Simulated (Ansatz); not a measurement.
Job for Ansatz (a program for electronic structure): R-CCSD(T)/aug-cc-pVDZ on HF (SMILES F) with ghost functions.

Ansatz 0.2 input:
```yaml
crystal:
  periodic: [false, false, false]
  atoms:
    - {symbol: F, position_ang: [-0.36218514, 0.13536947, 0.36942273]}
    - {symbol: H, position_ang: [-0.22032105, -0.77429421, 0.26519966]}
basis:
  gaussian:
    orbitals: aug-cc-pVDZ
    ghost_atoms:
      - {symbol: Br, position_ang: [-0.04213583, 0.92178150, 3.73986378]}
      - {symbol: H, position_ang: [-0.21401584, 0.81031548, 2.32466093]}
magnetization: {spin_polarized: false}
correlation: {method: ccsd_t, electrons: outside_noble_gas}
scf: {lower_state_search: off}
```

Problem. What total energy does the run end on?

Solution. -100.2642 hartree (reference determinant -100.0332, T1 diagnostic 0.013).
